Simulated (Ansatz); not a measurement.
Ansatz (a quantum-chemistry and plane-wave program) input:

Ansatz 0.2 input:
```yaml
crystal:
  periodic: [false, false, false]
  atoms:
    - {symbol: Ca, position_ang: [0.16818963, 0.03966886, 0.10784314]}
    - {symbol: F, position_ang: [0.89604762, 0.79497334, -1.62098023]}
    - {symbol: O, position_ang: [-1.19157903, -0.83678527, 1.32656272]}
    - {symbol: H, position_ang: [-1.89558885, -1.25385498, 1.81945753]}
basis:
  gaussian:
    orbitals: def2-TZVPD
hamiltonian:
  xc: {name: B2PLYP}
magnetization: {spin_polarized: false}
correlation: {electrons: outside_noble_gas}
```

Q: Predict the final energy.

A: -853.16579 Eh (B2PLYP/def2-TZVPD). The basis has 125 functions.
